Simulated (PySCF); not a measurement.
# Calculated NMR parameters of C=C(C)[SiH]1CCCCC1

* Formula: C8H16Si
* SMILES: C=C(C)[SiH]1CCCCC1
* InChI: InChI=1S/C8H16Si/c1-8(2)9-6-4-3-5-7-9/h9H,1,3-7H2,2H3
* Point group of the computed structure: C1
* Degrees of unsaturation: 2
* Carbon signals: 6
* Proton signals: 10

Mapped SMILES: `[CH2:1]=[C:2]([CH3:3])[SiH:4]1[CH2:5][CH2:6][CH2:7][CH2:8][CH2:9]1`. Each H is labelled by its parent atom. Ha(C5), Ha(C6), Ha(C7), Ha(C8), Ha(C9) are cis to C2 on the ring; Ha(C1) is cis to C3; Hb(C5), Hb(C6), Hb(C7), Hb(C8), Hb(C9) are trans to C2 on the ring; Hb(C1) is trans to C3.

[PySCF 2.14: structure optimised with PBE0-D3(BJ)/def2-SVP; NMR shieldings at KT2/pcSseg-1/GIAO; one conformer; non-relativistic Hamiltonian; fast rotation and ring inversion assumed for equivalent nuclei; gas phase]

Shifts are taken against calculated references (same method and geometry level): ¹H (σref 31.18) and ¹³C (σref 183.22) and ²⁹Si (σref 361.05) vs TMS.

| carbon | δC, type | δH (multiplicity) | HMBC from (2–3 bonds) | span of the C tensor (ppm) |
| --- | --- | --- | --- | --- |
| C1 | 125.8, CH2 | Hb(C1) 5.62 (m); Ha(C1) 5.66 (m) | H(Si4), H(C3) | 178 |
| C2 | 143.7, C | – | Ha(C1), Hb(C1), H(Si4), H(C3), Hb(C5)/Hb(C9), Ha(C5)/Ha(C9) | 234 |
| C3 | 25.1, CH3 | 1.87 (s) | Ha(C1), Hb(C1), H(Si4) | 38 |
| C5/C9 | 14.2, CH2 | Hb(C5) 0.94 (m); Ha(C5) 0.75 (m) | H(Si4), Ha(C6)/Ha(C8), Hb(C7), Hb(C6)/Hb(C8), Ha(C7), Hb(C5)/Hb(C9), Ha(C5)/Ha(C9) | 28 |
| C6/C8 | 29.5, CH2 | Hb(C6) 1.45 (m); Ha(C6) 2.12 (m) | H(Si4), Ha(C6)/Ha(C8), Hb(C7), Hb(C6)/Hb(C8), Ha(C7), Hb(C5)/Hb(C9), Ha(C5)/Ha(C9) | 16 |
| C7 | 33.4, CH2 | Ha(C7) 1.19 (m); Hb(C7) 1.72 (m) | Ha(C6)/Ha(C8), Hb(C6)/Hb(C8), Hb(C5)/Hb(C9), Ha(C5)/Ha(C9) | 9 |

Other nuclei:
```json
{"atoms": "H(Si4)", "nucleus": "¹H", "environment": "hydrogen on a silicon bonded to 3 C, in a 6-membered ring", "δ (ppm)": "4.29", "σ (ppm)": "26.89"}
{"atoms": "Si4", "nucleus": "²⁹Si", "environment": "silicon bonded to 3 C, H, in a 6-membered ring", "δ (ppm)": "-14.7", "σ (ppm)": "375.7"}
```

1. Carbon types of the structure: 1 × C, 6 × CH2, 1 × CH3, leaving 1 H on heteroatoms.
2. δC 143.7: fully substituted alkene carbon; as expected for a trigonal carbon in a double bond.
3. δC 125.8: terminal =CH2 carbon; the olefinic region.
4. δC 33.4, 29.5: sp3 CH2 in a ring; aliphatic region, no heteroatom directly attached.
5. δH 5.66, 5.62: hydrogen on a terminal =CH2 carbon; a vinylic proton, deshielded by the sp2 carbon and the C=C anisotropy.
6. δH 1.87: hydrogen on an allylic methyl carbon; allylic position.

Shifts are as computed. Against solution values, carbons near 30 ppm lie about +2 ppm off and those near 130 ppm about -5 ppm. Of 1313 compounds with measured shifts, 239 miss one by over three times the rms of a fit or turn the order of signals round; such compounds aren't used in these exercises. No couplings were computed; multiplicities are counted from neighbouring protons, with m where these are inequivalent, close in shift, in a saturated or five-membered ring or joined by F or P, and br s for small geminal =CH2 splittings.
